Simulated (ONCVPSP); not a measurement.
**vanadium: ONCV pseudisation with PBE, non-relativistic reference atom.**

vanadium, optimised norm-conserving Vanderbilt (ONCV), made with ONCVPSP 4.0.1 (PBE, non-relativistic). Core [Ne], reference 3s2 3p6 3d3 4s2. Waves: 3s+4s: rc 1.50 bohr, ncon 4, nbas 9, qcut 8.6 1/bohr, 2 projectors; 3p: rc 1.00 bohr, ncon 4, nbas 9, qcut 6.6 1/bohr, 2 projectors, debl 1.9 Ha; 3d: rc 1.35 bohr, ncon 4, nbas 8, qcut 10.2 1/bohr, 2 projectors, debl 3.1 Ha. Local part: polynomial inside 0.95 bohr (lpopt 3, dvloc0 6 Ha). Core correction: Teter function, fcfact 5, rcfact 1.5.

Poles of the logarithmic derivatives, all-electron (AE) and pseudo (PS). s: poles at -1.9 (AE) and -1.9 (PS) Ha. p: poles at 3.1 (AE) and 3.1 (PS) Ha. d: poles at 1.1 (AE) and 1.1 (PS) Ha. Test radii: s 1.52, p 1.01, d 1.37 bohr.

- Cutoffs needed: 43 Ha and 174 Ha (the cutoffs (Ha) at which the residual kinetic energy of the hardest occupied pseudo-wave falls to 1 and 0.1 mHa per electron)
- Ghost test: no bound ghost flagged; no localised positive-energy state flagged
- Largest excitation error: +18 meV (all-electron minus pseudo) for 3s2 3p6 3d2 4s2 4p1, out of 4 test configurations
- rms error of d²Exc/dni dnj: 1.63 mHa without and 1.68 mHa with the model core
